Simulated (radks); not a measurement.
Results of a calculation; reference values are marked as such.
Coherent X-ray form factor from a spherical all-electron density. Level of theory: scalar-relativistic Kohn-Sham, PBE, spin-unpolarised, spherical densities, point nucleus (a radial shooting solver on a logarithmic mesh with Libxc functionals).

| sin(theta)/lambda (1/angstrom) | f0 (electrons) |
|---|---|
| 0.05 | 24.926 |
| 0.1 | 24.708 |
| 0.15 | 24.349 |
| 0.2 | 23.861 |
| 0.25 | 23.255 |
| 0.3 | 22.545 |
| 0.4 | 20.885 |
| 0.5 | 19.022 |
| 0.6 | 17.094 |
| 0.8 | 13.483 |
| 1 | 10.616 |
| 1.25 | 8.217 |
| 1.5 | 6.813 |
| 2 | 5.354 |

The species is in the configuration that NIST lists as its ground one. Which atom or ion scatters so?

Answer. The strontium ion Sr13+, [Ar] 3d7. Extrapolating in s^2 from the first two rows gives f0(0) = 25.0, near the electron count 25; among species with that count, the fall with angle is slower the higher Z, and the table is that of Z = 38; from so few rows the species is fixed only to a neighbour or two.
